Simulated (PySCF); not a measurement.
## Working out the excitation energy of O

O [He] 2s2 2p4 (3P) → O [He] 2s1 2p5 (3P). All numbers are calculated (PySCF 2.14, scalar relativity by spin-free X2C-1e, in aug-cc-pVDZ-DK (4s3p2d, 23 functions)). Frozen: 1s2. Energies in hartree (1 hartree = 27.21139 eV):

| part | O (lower) | O (upper) |
| --- | --- | --- |
| UHF | -74.848596 | -74.223743 |
| MP2 opposite-spin | -0.082396 | -0.111036 |
| MP2 same-spin | -0.028032 | -0.031743 |

Question: What does Hartree-Fock give?

Answer: (-74.223743) − (-74.848596) = 0.624853 hartree = 17.003 eV.

Question: What do MP2 and SCS-MP2 (6/5 opposite-spin, 1/3 same-spin) give?

Answer: The opposite-spin parts differ by -0.779 eV and the same-spin parts by -0.101 eV. MP2: 17.003 + (-0.779) + (-0.101) = 16.123 eV. SCS-MP2: 17.003 + 1.2 × (-0.779) + (-0.101)/3 = 16.035 eV.

The upper state lies above the first ionisation limit, where it may autoionise and the basis confines it.

A double-zeta basis recovers only part of the correlation energy.
